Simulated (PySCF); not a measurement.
Predicted microwave data (PBE0/pcSseg-1 in PySCF (dipole) on a GFN2-xTB geometry, gas phase) for one isomer of C5H11FOSi:

* Rotational constants: A = 4167, B = 891.0, C = 866.0 MHz
* Dipole components: |μa| = 2.24 D, |μb| = 1.75 D, |μc| = 0.77 D
* Inertial defect: -104.93 u·Å²
* κ: -0.98

Problem. Which structure is it? (One computed conformer of each.)
A. `[CH3:1][CH2:2][O:3]/[C:4]([SiH3:5])=[CH:6]\[CH2:7][F:8]` with C1–C2–O3–C4 177°, C2–O3–C4–Si5 -13°, C4–C6–C7–F8 -153°
B. `[CH2:1]=[C:2]([CH3:3])[SiH2:4][C@H:5]([F:6])[CH2:7][OH:8]` with C1–C2–Si4–C5 -125°, C2–Si4–C5–F6 -61°, Si4–C5–C7–O8 -174°, C5–C7–O8–H -55°
C. `[CH3:1][CH2:2][CH2:3][SiH2:4][O:5]/[CH:6]=[CH:7]/[F:8]` with C1–C2–C3–Si4 180°, C2–C3–Si4–O5 -65°, C3–Si4–O5–C6 178°, Si4–O5–C6–C7 -178°
D. `[CH3:1][O:2][Si@H:3]1[CH2:4][C@@:5]([CH3:6])([F:7])[CH2:8]1` with C1–O2–Si3–C4 178°, O2–Si3–C4–C5 133°, Si3–C4–C5–C6 104°, C4–C5–C8–Si3 17°, O2–Si3–C8–C5 -120°

Solution. D. It is CO[Si@H]1C[C@@](C)(F)C1, a near-prolate asymmetric top, point group C1. The candidates at the same level (rigid rotor, commonest isotopes):

```tsv
SMILES	A (MHz)	B (MHz)	C (MHz)	μa (D)	μb (D)	μc (D)	Δ (u·Å²)	point group	rotor
CO[Si@H]1C[C@@](C)(F)C1	4167	891.0	866.0	2.24	1.75	0.77	-104.93	C1	near-prolate asymmetric top
CCO/C([SiH3])=C\CF	1817	986.8	658.0	3.10	0.05	0.33	-22.16	C1	asymmetric top
CCC[SiH2]O/C=C/F	3462	593.4	522.5	2.11	0.51	0.02	-30.52	C1	near-prolate asymmetric top
C=C(C)[SiH2][C@H](F)CO	3486	823.1	724.5	1.45	0.25	0.20	-61.45	C1	near-prolate asymmetric top
```

`CCO/C([SiH3])=C\CF` has A 56 % too low; `C=C(C)[SiH2][C@H](F)CO` has C 16 % too low; `CCC[SiH2]O/C=C/F` has C 40 % too low. No structure here is proved a minimum.
